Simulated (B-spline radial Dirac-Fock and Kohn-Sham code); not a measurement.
# Elastic and transport cross sections of cadmium for positrons

Method: relativistic (Dirac) partial waves in the static field of the Dirac-Fock atom, without polarisation or absorption potentials. Computed with an atomic code on a B-spline grid. Below a few hundred eV the neglected polarisation potential matters, most of all at small angles. σ_tr1 and σ_tr2 weight the cross section with 1 − P₁ and 1 − P₂ of cos θ; "backward" is the share scattered beyond 90°.

```tsv
energy (eV)	σ (a₀²)	σ_tr1 (a₀²)	σ_tr2 (a₀²)	σ/σ_tr1	backward (%)
102	17.1	3.99	6.64	4.28	7.0
143	15.2	3.21	5.39	4.73	6.2
380	10.6	1.61	2.85	6.57	4.1
697	?	?	?	?	?
1080	6.98	0.647	1.25	10.8	2.0
1280	6.49	0.546	1.07	11.9	1.8
3030	4.33	0.217	0.449	20.0	0.92
3150	4.25	0.208	0.431	20.5	0.90
3180	4.23	0.206	0.426	20.6	0.89
3370	4.10	0.192	0.400	21.3	0.85
3440	4.06	0.188	0.392	21.6	0.84
5460	3.16	0.109	0.233	29.0	0.57
6380	2.90	0.0899	0.195	32.2	0.50
7060	2.73	0.0792	0.173	34.5	0.45
20000	1.42	0.0192	0.0449	73.9	0.16
```

Problem. Fill in the row for 697 eV.

Solution. σ = 8.36 a₀², σ_tr1 = 0.976 a₀², σ_tr2 = 1.82 a₀², σ/σ_tr1 = 8.56, backward 2.8 %. The ratio σ/σ_tr1 is roughly the number of elastic collisions that randomise the direction.
